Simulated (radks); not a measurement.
Excited configurations of Ir II: one electron is placed in a higher orbital outside [Xe] 4f14 5d7. The ground configuration is [Xe] 4f14 5d7 6s1. Method: Dirac Kohn-Sham, LDA (Slater exchange, Perdew-Wang correlation), spin-unpolarised, spherical densities, finite nucleus; open shells fill j = l - 1/2 first; Fermi nuclear charge, rms radius 5.4032 fm; computed with a radial shooting solver on a logarithmic mesh with Libxc functionals. Excitation = E - E(ground); binding = E(ion) - E, where the ion is the core of charge +2; n* = 2/sqrt(2 binding) in atomic units, and the quantum defect is n - n*.

| outer orbital | excitation (eV) | binding (eV) | n* | quantum defect | eigenvalue (eV) | <r> (bohr) |
|---|---|---|---|---|---|---|
| 5f5/2 | 14.215 | 3.561 | 3.909 | 1.091 | -2.498 | 8.380 |
| 6p1/2 | 5.728 | 12.048 | 2.125 | 3.875 | -8.877 | 3.316 |
| 6d3/2 | 12.145 | 5.631 | 3.109 | 2.891 | -4.078 | 5.998 |
| 7s1/2 | 10.937 | 6.839 | 2.821 | 4.179 | -5.379 | 6.220 |
| 7d3/2 | 14.435 | 3.342 | 4.036 | 2.964 | -2.573 | 11.30 |

Estimate the row for 6f5/2.

Answer. excitation (eV) 15.355; binding (eV) 2.421; n* 4.741; quantum defect 1.259; eigenvalue (eV) -1.823; <r> (bohr) 14.30. The Delta-SCF ionisation energy is 17.776 eV (NIST Atomic Spectra Database: 17.0 eV, semi-empirical). Self-interaction in the functional shifts the binding energies and quantum defects, so they are the method's values and not measured ones. Spin polarisation and multiplet splitting are left out, so open shells lie too high by an amount that depends on their filling.

Beside tabulated values, note that spin-unpolarised runs miss the spin-polarisation part of the exchange energy of open shells.
